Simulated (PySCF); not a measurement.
Ionisation energy of Tm⁺ by level of theory

Tm⁺ [Xe] 4f13 6s1 [4f5/2^6 4f7/2^7 6s1/2^1, M_J = 4] → Tm²⁺ [Xe] 4f13 [4f5/2^6 4f7/2^7, M_J = 7/2], as a difference of total energies. All numbers are calculated (PySCF 2.14, the two-component X2C-1e Hamiltonian, in x2c-TZVPall-2c (11s11p10d4f1g, 131 functions)). Correlated levels: [Ar] 3d10 frozen; the 18 highest virtual spinors dropped. "Screened" scales the spin-orbit matrix elements by Boettger's factors to mimic the two-electron term; Breit and QED terms are absent.

```json
{"method": "GHF (spin-free)", "ionisation energy (eV)": "11.151"}
{"method": "GMP2 (spin-free)", "ionisation energy (eV)": "12.027"}
{"method": "GHF (screened spin-orbit)", "ionisation energy (eV)": "11.156"}
{"method": "GMP2 (screened spin-orbit)", "ionisation energy (eV)": "12.031"}
```

How much does correlation contribute at GMP2 (screened spin-orbit)?

12.031 − (11.156) = 0.875 eV, measured against GHF (screened spin-orbit).

The spin-free rows relax to the high-spin LS determinant and lack the spin-orbit shift.

The labels give the starting determinants; with spin-orbit coupling the two ends relaxed to ⟨J²⟩ = 20.01, ⟨L²⟩ = 12.11, ⟨S²⟩ = 2.10 and ⟨J²⟩ = 15.76, ⟨L²⟩ = 12.11, ⟨S²⟩ = 0.85.

For comparison: 12.065 ± 0.02 eV (semi-empirical (NIST evaluation); NIST Atomic Spectra Database, ionization energies).
